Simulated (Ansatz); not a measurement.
Steps of a relaxation of CH7BFNOSi, SMILES `NC(F)([SiH3])BO` with RKS PBE-D4/def2-SVP.

```sh
$ ansatz run in.yaml --threads 2 --pin off --events-out ev --progress --plain --max-ram 22528MiB --backend cpu
```

```yaml
crystal:
  periodic: [false, false, false]
  atoms:
    - {symbol: N, position_ang: [-1.685900, -0.016500, -0.138700]}
    - {symbol: C, position_ang: [-0.342200, 0.029800, 0.281200]}
    - {symbol: F, position_ang: [-0.307000, 0.066200, 1.651300]}
    - {symbol: Si, position_ang: [0.600100, -1.502600, -0.334900]}
    - {symbol: B, position_ang: [0.417900, 1.295500, -0.338600]}
    - {symbol: O, position_ang: [1.041800, 2.297300, 0.563200]}
    - {symbol: H, position_ang: [-2.184700, 0.870300, 0.257400]}
    - {symbol: H, position_ang: [-2.170800, -0.784200, 0.267900]}
    - {symbol: H, position_ang: [0.469100, -1.546400, -1.757800]}
    - {symbol: H, position_ang: [-0.138600, -2.698500, 0.248500]}
    - {symbol: H, position_ang: [1.921200, -1.496600, 0.123300]}
    - {symbol: H, position_ang: [0.479100, 1.470000, -1.474700]}
    - {symbol: H, position_ang: [1.920400, 1.980900, 0.666700]}
basis:
  gaussian: {orbitals: def2-SVP}
hamiltonian: {xc: pbe, dispersion: d4}
relax: {f_tol: 0.03, max_steps: 200}
```

Positions (Å) and forces (eV/Å) along the path, 10 of 12 steps:

```xyz
13
step=1 energy=-15936.6793 eV
N    -1.686   -0.017   -0.139   -1.067    2.945   -0.516
C    -0.342    0.030    0.281    0.164    1.218   -1.031
F    -0.307    0.066    1.651    0.735   -0.178    2.212
Si    0.600   -1.503   -0.335   -2.218   -0.709    0.544
B     0.418    1.296   -0.339    0.564    1.473    3.429
O     1.042    2.297    0.563   -2.914   -1.680   -2.129
H    -2.185    0.870    0.257    0.778   -1.687   -0.933
H    -2.171   -0.784    0.268   -0.712   -1.324    0.565
H     0.469   -1.546   -1.758    0.127   -0.107   -1.457
H    -0.139   -2.699    0.248    0.169    0.153   -0.047
H     1.921   -1.497    0.123    2.148    0.021    0.641
H     0.479    1.470   -1.475    0.138    0.174   -1.805
H     1.920    1.981    0.667    2.088   -0.300    0.527
13
step=2 energy=-15937.3015 eV
N    -1.712    0.005   -0.126   -0.507    0.875    0.295
C    -0.362    0.076    0.323   -0.222    0.552   -0.852
F    -0.255    0.055    1.722    0.249   -0.091    0.794
Si    0.559   -1.483   -0.337   -0.652   -0.268    0.125
B     0.407    1.315   -0.314    0.675    0.966    1.661
O     1.047    2.272    0.537   -0.896   -1.376   -1.119
H    -2.250    0.836    0.224    0.352   -0.597   -0.421
H    -2.192   -0.813    0.255   -0.138   -0.335    0.050
H     0.503   -1.546   -1.813    0.043   -0.037   -0.395
H    -0.146   -2.683    0.253    0.026    0.090   -0.031
H     1.947   -1.477    0.126    0.742    0.006    0.216
H     0.517    1.438   -1.503   -0.065   -0.043   -0.532
H     1.958    1.970    0.668    0.391    0.258    0.210
13
step=4 energy=-15937.5674 eV
N    -1.755    0.021   -0.100    0.433   -0.525    0.236
C    -0.397    0.083    0.337   -0.494    0.097   -0.161
F    -0.225   -0.037    1.766   -0.136   -0.037   -0.062
Si    0.530   -1.492   -0.350    0.321    0.157   -0.023
B     0.436    1.305   -0.220    0.003   -0.171   -0.637
O     1.023    2.189    0.630    2.979   -0.301    0.247
H    -2.299    0.839    0.167   -0.186    0.305    0.087
H    -2.247   -0.822    0.238    0.104    0.177   -0.107
H     0.532   -1.576   -1.859   -0.042    0.019    0.170
H    -0.194   -2.671    0.234   -0.024   -0.036    0.007
H     1.974   -1.500    0.132   -0.292    0.002   -0.068
H     0.586    1.375   -1.453    0.123   -0.060    0.324
H     2.056    2.251    0.493   -2.788    0.372   -0.013
13
step=6 energy=-15938.0325 eV
N    -1.758    0.041   -0.095    0.070    0.047   -0.008
C    -0.413    0.078    0.335   -0.015   -0.394   -0.170
F    -0.251   -0.102    1.759   -0.083    0.149    0.237
Si    0.509   -1.503   -0.326    0.092    0.021   -0.128
B     0.494    1.252   -0.197    0.145    0.104    0.111
O     1.160    2.015    0.712    0.865    0.331   -0.360
H    -2.309    0.856    0.194   -0.009    0.026   -0.003
H    -2.251   -0.816    0.183   -0.018    0.049    0.005
H     0.497   -1.551   -1.827    0.005   -0.056   -0.033
H    -0.201   -2.716    0.222   -0.021    0.090    0.011
H     1.939   -1.508    0.144   -0.060    0.001    0.022
H     0.700    1.376   -1.396   -0.078    0.009    0.006
H     1.902    2.542    0.308   -0.893   -0.377    0.309
13
step=7 energy=-15938.0455 eV
N    -1.718    0.056   -0.118    0.035   -0.053   -0.106
C    -0.375    0.027    0.320   -0.029    0.549    0.353
F    -0.265   -0.113    1.768    0.091   -0.150   -0.152
Si    0.541   -1.519   -0.355   -0.077   -0.375    0.176
B     0.522    1.239   -0.151   -0.665   -0.382   -0.225
O     1.276    1.918    0.744    0.188    0.372   -0.339
H    -2.233    0.890    0.184    0.051    0.028   -0.008
H    -2.259   -0.773    0.158    0.072   -0.022   -0.026
H     0.552   -1.644   -1.855    0.009    0.074    0.058
H    -0.248   -2.646    0.249    0.023   -0.184   -0.074
H     1.942   -1.562    0.185    0.011    0.024   -0.057
H     0.536    1.482   -1.352    0.135    0.144    0.056
H     1.749    2.610    0.240    0.156   -0.025    0.343
13
step=8 energy=-15938.0913 eV
N    -1.708    0.038   -0.130   -0.065    0.177   -0.012
C    -0.371    0.050    0.319    0.098   -0.238   -0.044
F    -0.237   -0.099    1.759   -0.019    0.034    0.056
Si    0.520   -1.553   -0.304    0.087   -0.017   -0.037
B     0.490    1.275   -0.184   -0.112    0.276    0.014
O     1.313    1.903    0.697    0.059   -0.085   -0.014
H    -2.241    0.861    0.173   -0.058   -0.032   -0.055
H    -2.235   -0.812    0.100    0.050    0.015    0.077
H     0.541   -1.642   -1.804    0.011   -0.013   -0.024
H    -0.257   -2.716    0.256   -0.018    0.037   -0.018
H     1.929   -1.598    0.214   -0.016   -0.002    0.008
H     0.441    1.657   -1.348    0.001   -0.164    0.027
H     1.836    2.601    0.265   -0.018    0.011    0.022
13
step=9 energy=-15938.0986 eV
N    -1.715    0.031   -0.119    0.045   -0.137    0.072
C    -0.370    0.044    0.323    0.001    0.079    0.039
F    -0.233   -0.101    1.762   -0.040    0.014   -0.009
Si    0.528   -1.543   -0.322    0.016   -0.051    0.004
B     0.474    1.278   -0.181    0.165   -0.072   -0.071
O     1.308    1.903    0.689   -0.088    0.053    0.026
H    -2.240    0.872    0.138   -0.043    0.046    0.038
H    -2.227   -0.795    0.215   -0.020    0.050   -0.074
H     0.606   -1.607   -1.822   -0.005    0.022   -0.006
H    -0.293   -2.698    0.183   -0.010   -0.029   -0.006
H     1.913   -1.623    0.250    0.014   -0.003    0.005
H     0.458    1.584   -1.364   -0.065    0.057   -0.004
H     1.811    2.620    0.263    0.029   -0.028   -0.015
13
step=10 energy=-15938.1030 eV
N    -1.710    0.029   -0.106    0.087   -0.040   -0.009
C    -0.362    0.048    0.331   -0.060    0.018   -0.019
F    -0.228   -0.086    1.767    0.021    0.010    0.047
Si    0.535   -1.545   -0.311   -0.029   -0.034   -0.019
B     0.472    1.282   -0.195    0.007   -0.007    0.120
O     1.319    1.906    0.664    0.012    0.010   -0.037
H    -2.245    0.857    0.180   -0.005    0.003   -0.007
H    -2.215   -0.814    0.190   -0.030    0.006    0.001
H     0.667   -1.566   -1.809    0.002   -0.002    0.008
H    -0.336   -2.693    0.131    0.010   -0.011   -0.014
H     1.895   -1.679    0.312   -0.017    0.025   -0.005
H     0.401    1.616   -1.365    0.001    0.018   -0.077
H     1.828    2.611    0.225    0.000    0.004    0.010
13
step=11 energy=-15938.1039 eV
N    -1.708    0.028   -0.103   -0.014    0.001    0.006
C    -0.364    0.047    0.338    0.010   -0.009    0.021
F    -0.232   -0.091    1.777    0.011    0.020   -0.008
Si    0.533   -1.545   -0.311   -0.016   -0.004    0.004
B     0.472    1.279   -0.188   -0.003    0.001   -0.044
O     1.325    1.909    0.658    0.018    0.003    0.055
H    -2.244    0.859    0.173    0.005   -0.006   -0.010
H    -2.223   -0.810    0.192    0.004    0.002   -0.006
H     0.671   -1.558   -1.808    0.001    0.003   -0.002
H    -0.331   -2.702    0.119    0.002   -0.003   -0.003
H     1.891   -1.671    0.316    0.001    0.004   -0.003
H     0.400    1.608   -1.363   -0.011   -0.005   -0.002
H     1.831    2.613    0.215   -0.008   -0.006   -0.007
13
step=12 energy=-15938.1042 eV
N    -1.708    0.028   -0.104    0.002   -0.001    0.007
C    -0.364    0.047    0.337   -0.003   -0.012    0.012
F    -0.230   -0.085    1.776    0.002    0.008   -0.002
Si    0.531   -1.547   -0.310    0.004    0.004   -0.005
B     0.473    1.279   -0.189   -0.006    0.002   -0.009
O     1.325    1.906    0.662    0.007    0.003    0.005
H    -2.243    0.860    0.170   -0.001   -0.002   -0.007
H    -2.222   -0.810    0.192   -0.002    0.002   -0.002
H     0.667   -1.559   -1.808   -0.002    0.001   -0.001
H    -0.329   -2.706    0.121    0.002    0.001    0.001
H     1.892   -1.666    0.312   -0.002   -0.004    0.000
H     0.399    1.609   -1.364    0.003    0.002   -0.001
H     1.830    2.611    0.219   -0.002   -0.002    0.002
```

Run time 31 s (2 threads of an AMD EPYC 7R13 on a shared host); peak host memory 0.28 GiB.
